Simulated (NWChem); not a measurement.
System: MgH$_{2}$SeS; SMILES [SH][Mg][SeH]

NWChem input:

```
start job
memory heap 200 mb stack 900 mb global 1100 mb
geometry units angstroms
  Mg     0.307864    -0.163544    -0.992876
  S      1.059338     1.656110    -2.196492
  H      1.341958     1.050499    -3.340967
  Se    -0.532323    -0.609763     1.225786
  H     -0.764593    -2.024168     1.132794
end
basis spherical
  * library def2-svp
end
dft
  xc xpbe96 cpbe96
  disp vdw 4
  iterations 150
end
driver
  maxiter 120
end
task dft optimize
task dft freq
```

This build's default masses of Se (78.918 u) and Br (79.917 u) are each other's, which moves their modes by up to 0.6 %.

The level has its own optimisation; frequencies are unscaled.

Question: Give the results of this calculation. (PBE-D3(BJ)/def2-SVP.) Quantities: r Mg–S (Å); r Mg–Se (Å); r H–S (Å); r H–Se (Å); highest harmonic frequency (cm⁻¹); lowest (cm⁻¹); zero-point energy (kcal/mol); dipole (D).

Answer: 
| Property | Result |
|---|---|
| r Mg–S (Å) | 2.320 |
| r Mg–Se (Å) | 2.440 |
| r H–S (Å) | 1.365 |
| r H–Se (Å) | 1.489 |
| highest harmonic frequency (cm⁻¹) | 2605 |
| lowest (cm⁻¹) | 99 |
| zero-point energy (kcal/mol) | 10.0 |
| dipole (D) | 0.92 |
